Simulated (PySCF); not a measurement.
C2H2F2. Atoms are numbered in the order given.

```xyz
6

C      0.0000     0.0000     1.3819
C      0.0000     0.0000     0.0582
F      0.0000     1.0734    -0.6934
F      0.0000    -1.0734    -0.6934
H      0.0000    -0.9458     1.9200
H      0.0000     0.9458     1.9200
```

Geometry: PBE0-D3(BJ)/def2-SVP.

Computed with PBE0/def2-TZVPD (PySCF).

Symmetry labels are those of the subgroup C2v that the program uses (full group C2v).

Computed valence orbital energies around the gap with their symmetry:
| orbital | symmetry | energy (eV) |
|---|---|---|
| HOMO−7 | B2 | -16.69 |
| HOMO−6 | B1 | -15.16 |
| HOMO−5 | A1 | -14.94 |
| HOMO−4 | A2 | -13.02 |
| HOMO−3 | B2 | -12.81 |
| HOMO−2 | A1 | -12.46 |
| HOMO−1 | B2 | -11.83 |
| HOMO | B1 | -7.74 |
| LUMO | B1 | 0.34 |
| LUMO+1 | A1 | 0.36 |
| LUMO+2 | A1 | 1.27 |
| LUMO+3 | B2 | 1.72 |
